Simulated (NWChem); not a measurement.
System: C2H9NSi; SMILES CN(C)[SiH3]

NWChem printed, in part:

```
             Northwest Computational Chemistry Package (NWChem) 7.3.0
             --------------------------------------------------------

                             Geometry "geometry" -> ""
                             -------------------------

 Output coordinates in angstroms (scale by  1.889725989 to convert to a.u.)

  No.       Tag          Charge          X              Y              Z
 ---- ---------------- ---------- -------------- -------------- --------------
    1 C                    6.0000    -0.04688500    -1.15074900     1.21036200
    2 N                    7.0000     0.12658300    -0.38825600     0.00000000
    3 C                    6.0000    -0.04688500    -1.15074900    -1.21036200
    4 Si                  14.0000     0.00300800     1.34335600     0.00000000
    5 H                    1.0000     0.64182800    -2.01633300     1.23037900
    6 H                    1.0000    -1.07543200    -1.54967300     1.33167600
    7 H                    1.0000     0.17622800    -0.53444500     2.09494900
    8 H                    1.0000     0.64182800    -2.01633300    -1.23037900
    9 H                    1.0000     0.17622800    -0.53444500    -2.09494900
   10 H                    1.0000    -1.07543200    -1.54967300    -1.33167600
   11 H                    1.0000    -1.39640900     1.89766900     0.00000000
   12 H                    1.0000     0.67828900     1.85528000    -1.23120300
   13 H                    1.0000     0.67828900     1.85528000     1.23120300

 Effective nuclear repulsion energy (a.u.)     179.5212958859

                                 NWChem DFT Module
                                 -----------------

 Summary of "ao basis" -> "ao basis" (spherical)
 ------------------------------------------------------------------------------
       Tag                 Description            Shells   Functions and Types
 ---------------- ------------------------------  ------  ---------------------
 C                          6-311g**                 8       18   4s3p1d
 N                          6-311g**                 8       18   4s3p1d
 Si                         6-311g**                12       26   6s5p1d
 H                          6-311g**                 4        6   3s1p

[...]

                                NWChem TDDFT Module
                                -------------------

            General Information
            -------------------
           No. of orbitals :     268
            Alpha orbitals :     134
             Beta orbitals :     134
        Alpha frozen cores :       0
         Beta frozen cores :       0
     Alpha frozen virtuals :       0
      Beta frozen virtuals :       0
         Spin multiplicity :       1
    Number of AO functions :     134
        Use of symmetry is : off
      Symmetry adaption is : off
         Schwarz screening :  0.10D-07

              XC Information
              --------------
                 BHLYP Method XC Functional
              Hartree-Fock (Exact) Exchange   0.50
                 Slater Exchange Functional   0.50 local
             Becke 1988 Exchange Functional   0.50 non-local
       Lee-Yang-Parr Correlation Functional   1.00

             TDDFT Information
             -----------------
          Calculation type : Tamm-Dancoff TDDFT
         Wavefunction type : Restricted singlets
          No. of electrons :      42
           Alpha electrons :      21
            Beta electrons :      21
              No. of roots :       6
          Max subspacesize :    5200
            Max iterations :     100
               Target root :       1
           Target symmetry : none
             Energy Cutoff :-0.63D+02
      Symmetry restriction : off
                 Algorithm : Optimal
        Davidson threshold :  0.10D-03

    6 smallest eigenvalue differences (eV)
--------------------------------------------------------
  No. Spin  Occ  Vir  Irrep   E(Occ)    E(Vir)   E(Diff)
--------------------------------------------------------
    1    1    1   22 a       -67.132     0.054  1828.243
    2    1    1   23 a       -67.132     0.083  1829.024
    3    1    1   24 a       -67.132     0.089  1829.176
    4    1    1   25 a       -67.132     0.103  1829.567
    5    1    1   26 a       -67.132     0.114  1829.876
    6    1    1   27 a       -67.132     0.129  1830.267
--------------------------------------------------------

  Entering Davidson iterations
  Restricted singlet excited states

  Iter   NTrls   NConv    DeltaV     DeltaE      Time
  ----  ------  ------  ---------  ---------  ---------
    1      6       0     0.12E+00   0.10+100       31.9
    2     12       0     0.33E-01   0.28E-01       31.3
    3     18       0     0.31E-01   0.11E-01       31.3
    4     24       0     0.39E-02   0.15E-02       31.2
    5     30       2     0.81E-03   0.22E-04       31.7
    6     34       5     0.10E-03   0.83E-06       26.2
    7     35       6     0.44E-04   0.80E-08       18.1
  ----  ------  ------  ---------  ---------  ---------
  Convergence criterion met

  Ground state a        -425.822634857907 a.u.

  ----------------------------------------------------------------------------
  Root   1 singlet a             67.018855041 a.u.             1823.6766 eV
  ----------------------------------------------------------------------------
     Transition Moments    X  0.00241   Y  0.00910   Z -0.00000
     Dipole Oscillator Strength                    0.0039620921
     Electric Quadrupole                           0.0011998245
     Magnetic Dipole                               0.0000973437
     Total Oscillator Strength                     0.0052592602

[...]
```

Level: BHandHLYP/6-311G** (spherical d), restricted-window TDA. Coordinates come from a PBE0/def2-SVP optimisation. The quadrupole and magnetic terms of the printed total strengths depend on the origin.

Which NWChem input produces such a log?

One answer among several that fit: the input that was run:
```
start job
memory heap 200 mb stack 900 mb global 1100 mb
geometry units angstroms noautosym nocenter noautoz
  C     -0.046885    -1.150749     1.210362
  N      0.126583    -0.388256     0.000000
  C     -0.046885    -1.150749    -1.210362
  Si     0.003008     1.343356     0.000000
  H      0.641828    -2.016333     1.230379
  H     -1.075432    -1.549673     1.331676
  H      0.176228    -0.534445     2.094949
  H      0.641828    -2.016333    -1.230379
  H      0.176228    -0.534445    -2.094949
  H     -1.075432    -1.549673    -1.331676
  H     -1.396409     1.897669     0.000000
  H      0.678289     1.855280    -1.231203
  H      0.678289     1.855280     1.231203
end
basis spherical
  * library 6-311g**
end
dft
  xc bhlyp
  iterations 150
end
tddft
  cis
  ecut -63.0
  nroots 6
  notriplet
end
task tddft energy
```
